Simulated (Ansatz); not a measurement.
A series at Hf: from `[NH2][Hf]([NH2])([NH2])[Cl]`, ligands are replaced one by one, each step taking up HCl and setting free NH₃; n counts the steps. Ansatz, PBE0-D4/def2-TZVP geometries. Each molecule was computed in one conformer, which needn't be the lowest.

```
n                       molecule  HOMO energy, ωB97M-V/def2-TZVPP (eV)
0  `[NH2][Hf]([NH2])([NH2])[Cl]`                                     ?
1   `[NH2][Hf]([NH2])([Cl])[Cl]`                                -10.09
2    `[NH2][Hf]([Cl])([Cl])[Cl]`                                -10.63
3     `[Cl][Hf]([Cl])([Cl])[Cl]`                                -11.92
```

By hand: fit a straight line y = ȳ + b (n − n̄) to the 3 given rows and predict n = 0.

n̄ = 2.000, ȳ = -10.880; Σ(n − n̄)(y − ȳ) = -1.830, Σ(n − n̄)² = 2.000, so b = -0.915 eV a step. Prediction: -10.880 + (-0.915) × (-2.000) = -9.05 eV.

By hand: compare with the computed value, -9.72 eV, and give the steps along the whole series.

The line misses by -0.67 eV (computed minus predicted). Steps: -0.37, -0.54, -1.29 eV.

The steps grow at each stage, from -0.37 to -1.29 eV, so the series is curved and an end member is harder to predict than an inner one. The highest orbital can change its character along such a series. The miss is 30.5 % of the series' range.
